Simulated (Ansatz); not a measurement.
`C[SiH](N)Br` + HCl → `N[SiH](Cl)Br` + CH₄ at 600 K and 1 bar (ligand exchange at the Si–C bond).

Computed with Ansatz on PBE0-D4/def2-TZVP structures; ΔE is electronic, products minus reactants. CBS: MP2 limit from def2 TZ/QZ plus the TZ coupled-cluster correction, frozen cores. This one scheme is used for every species. For Br outer-core shells are correlated without core-valence functions, which leaves a few kJ/mol of doubt a bond. Scalar relativity is left out up to krypton. One conformer a species, not always the lowest.

| species | CCSD(T)/CBS energy (Eh) | H − E (kJ/mol) | S (J/(mol·K)) |
| --- | --- | --- | --- |
| `C[SiH](N)Br` | -2958.86440 | 251.4 | 430.9 |
| HCl | -460.38127 | 35.4 | 207.2 |
| `N[SiH](Cl)Br` | -3378.82013 | 150.4 | 413.6 |
| CH₄ | -40.46206 | 140.4 | 215.7 |

H − E and S are ideal-gas, rigid-rotor, harmonic terms from PBE0-D4/def2-TZVP, for one conformer and one mirror image of each species. 1 Eh = 2625.50 kJ/mol, R = 8.31446 J/(mol·K).

Task: By hand: ΔE, ΔH, ΔS and ΔG.

Result: ΔE = (-3378.82013) + (-40.46206) − (-2958.86440) − (-460.38127) = -0.03652 Eh = -95.9 kJ/mol. Δ(H − E) = 150.4 + 140.4 − 251.4 − 35.4 = 4.0, so ΔH = -91.9 kJ/mol. ΔS = 413.6 + 215.7 − 430.9 − 207.2 = -8.8 J/(mol·K). ΔG = -91.9 − 600 × (-8.8)/1000 = -86.6 kJ/mol.

Task: By hand: the equilibrium constant, and the temperature at which ΔG would vanish if ΔH and ΔS stayed fixed.

Result: log₁₀ K = −ΔG/(RT ln 10) = 7.5. ΔG = 0 at ΔH/ΔS = 10443 K, far beyond where these terms or the molecules hold.

The number of gas molecules stays the same, so ΔS is small and ΔH decides. A doubt of 5 kJ/mol in ΔE shifts log₁₀ K by 0.4 here. Other conformers and mirror images would add mixing entropy, several J/(mol·K) or more a flexible species. These are equilibria of isolated gas molecules and say nothing of rates. Largest T1 diagnostic: 0.008 (customary marks: 0.02 for closed shells, 0.045 for open ones).
